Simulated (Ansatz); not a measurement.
Species: sum formula AlH2Br, charge 0, multiplicity 1. 
Geometry from a B3LYP-D3(BJ)/def2-TZVP (Ansatz, an electronic-structure program) optimisation:
```
Al
H 1 1.5694
H 1 1.5694 2 124.82
Br 1 2.2670 2 117.59 3 180.00
```
Charge 0, spin multiplicity 1.

Wanted: vertical triplet-singlet gap (E(triplet) - E(singlet); each state is the SCF solution reached for its spin; for the triplet the Hartree-Fock reference is unstable and T1 is 0.025), in eV. Cores are frozen in the correlated levels unless marked. UHF or UKS for open shells. Spin-orbit coupling is left out. Frozen are the shells of the preceding noble gas and the d and f shells that filled before the atom's block. Non-relativistic.  The program attaches cautions to a run behind CCSD/def2-SVPD: other roots. The program attaches cautions to a run behind CCSD/def2-TZVPPD: other roots. The program attaches cautions to a run behind CCSD(T)/def2-TZVPPD: other roots.

```
level                program  vertical triplet-singlet gap (eV)
-------------------  -------  ---------------------------------
PBE/def2-TZVPD        Ansatz                               4.41
r2SCAN/def2-TZVPD     Ansatz                               4.58
B3LYP/def2-TZVPD      Ansatz                               4.86
PBE0/def2-TZVPD       Ansatz                               4.81
wB97M-V/def2-TZVPD    Ansatz                               5.34
B2PLYP/def2-TZVPD     Ansatz                               5.14
CCSD/def2-SVPD        Ansatz                               5.38
CCSD/def2-TZVPPD      Ansatz                               5.42
CCSD(T)/def2-TZVPPD   Ansatz                               5.29
```
